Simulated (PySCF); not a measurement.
PySCF 2.14 output of an unrestricted r2SCAN calculation on a single atom or ion in def2-QZVPPD with the def2 core potential (60 electrons), with a scalar-relativistic core potential:

```
SCF conv_tol = 1e-09
number electrons alpha = 8  beta = 5
    J. W. Furness, A. D. Kaplan, J. Ning, J. P. Perdew, and J. Sun.,  J. Phys. Chem. Lett. 11, 8208-8215 (2020)
    J. W. Furness, A. D. Kaplan, J. Ning, J. P. Perdew, and J. Sun.,  J. Phys. Chem. Lett. 11, 9248-9248 (2020)
    J. W. Furness, A. D. Kaplan, J. Ning, J. P. Perdew, and J. Sun.,  J. Phys. Chem. Lett. 11, 8208-8215 (2020)
    J. W. Furness, A. D. Kaplan, J. Ning, J. P. Perdew, and J. Sun.,  J. Phys. Chem. Lett. 11, 9248-9248 (2020)
cycle= 1 E= -56.7390128458138  delta_E= -0.0121  |g|= 0.0432  |ddm|= 0.391
cycle= 2 E= -56.7446747901885  delta_E= -0.00566  |g|= 0.0294  |ddm|= 0.217
cycle= 3 E= -56.7480417609213  delta_E= -0.00337  |g|= 0.029  |ddm|= 0.144
cycle= 4 E= -56.7478409776236  delta_E= 0.000201  |g|= 0.0292  |ddm|= 0.00801
cycle= 5 E= -56.7524622132523  delta_E= -0.00462  |g|= 0.0297  |ddm|= 0.203
cycle= 6 E= -56.7548233990071  delta_E= -0.00236  |g|= 0.0195  |ddm|= 0.148
cycle= 7 E= -56.7555519945083  delta_E= -0.000729  |g|= 0.00262  |ddm|= 0.104
cycle= 8 E= -56.75551442922  delta_E= 3.76e-05  |g|= 0.00439  |ddm|= 0.0218
cycle= 9 E= -56.7555611182987  delta_E= -4.67e-05  |g|= 0.000989  |ddm|= 0.0256
cycle= 10 E= -56.7555623465565  delta_E= -1.23e-06  |g|= 0.00023  |ddm|= 0.00371
cycle= 11 E= -56.7555624290726  delta_E= -8.25e-08  |g|= 9.85e-05  |ddm|= 0.00194
cycle= 12 E= -56.7555624478156  delta_E= -1.87e-08  |g|= 7.84e-06  |ddm|= 0.000566
cycle= 13 E= -56.7555624478614  delta_E= -4.58e-11  |g|= 1.66e-06  |ddm|= 2.87e-05
converged SCF energy = -56.7555624478614  <S^2> = 4.4970024  2S+1 = 4.3575233
```

The run itself started from symmetry-adapted Hartree-Fock orbitals and held the occupation by maximum overlap, on a logarithmic radial grid, so the iterations belong to that start.

Which element, charge and spin multiplicity is this?

Ta (tantalum, neutral), multiplicity 4; the state was [Xe] 4f14 5d2 6s2 6p1, one real determinant (an excited configuration).

⟨L²⟩ = 16.25 against 20 for a pure G term, so this real determinant mixes terms. Energies and moments cover only the electrons outside the core potential. Spin-orbit coupling, absent here, splits the open shell strongly. ⟨S²⟩ = 4.50 against 3.75 shows spin contamination. The s, p, d and f populations moved away from the nominal configuration during the SCF.
